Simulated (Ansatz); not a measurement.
H₆Ge₂Mg (SMILES [GeH3][Mg][GeH3]), singlet, at a GFN2-xTB geometry (such geometries of metal compounds can be far from the true shape), with bond 8-6 at 2.4 times its length; SC-NEVPT2/STO-3G, CASSCF(4,3) run with Ansatz (a program for electronic structure).

Here is a job for Ansatz.
Ansatz 0.2 input:
```yaml
crystal:
  periodic: [false, false, false]
  atoms:
    - {symbol: Mg, position_ang: [-0.47428905, 0.63651545, -0.53806087]}
    - {symbol: Ge, position_ang: [1.83193587, 0.14371701, -1.23691880]}
    - {symbol: H, position_ang: [2.01671697, -1.38002919, -1.27948137]}
    - {symbol: H, position_ang: [2.79507322, 0.47041019, -2.36567130]}
    - {symbol: H, position_ang: [2.81342402, 0.39322952, -0.08457679]}
    - {symbol: Ge, position_ang: [-1.71654869, -0.29852657, 1.36782829]}
    - {symbol: H, position_ang: [-1.56537794, -1.82646159, 1.34993721]}
    - {symbol: H, position_ang: [0.12419412, 0.23614097, 4.51135652]}
    - {symbol: H, position_ang: [-3.11118497, -0.26568002, 1.96978754]}
basis:
  gaussian:
    orbitals: STO-3G
magnetization: {spin_polarized: false}
correlation: {method: sc_nevpt2, electrons: all, active_space: {window: {electrons: 4, orbitals: 3}}}
```

The log (banner, timings and long lists left out):

```
Functional definition: HF
520 factors; integrals over basis functions are off by at most 2.2e-4 eV
mean field evaluation 1: about -117107.5148 eV, gradient 1.7e1 eV
mean field evaluation 2: about -117107.5161 eV, gradient 1.7e1 eV
mean field evaluation 4: about -117110.0731 eV, gradient 1.1e1 eV
mean field evaluation 8: about -117112.4934 eV, gradient 3.4e0 eV
mean field evaluation 16: about -117112.5954 eV, gradient 3.0e-6 eV
mean field -117112.59539429 eV, -4303.8084989718 hartree, gradient 3.0e-6 eV, S^2 0.000000; 3 other end points of the search recorded, 0 dependent functions left out; unrestricted orbitals would lower it
reference -117112.59539429 eV, -4303.8084989718 hartree; 41, 41 occupied and 10, 10 virtual orbitals, 520 factors
state -117117.47209493 eV, -4303.9877144147 hartree
state -117117.47209493 eV, -4303.9877144147 hartree; corrected -117120.14187848 eV, -4304.0858271506 hartree
WARN: 1 active orbitals are nearly empty or full. The corrections depend on them more than the energy does, and are more stable in an active space without them
Total energy: -117120.14187848 eV, -4304.0858271506 hartree
```
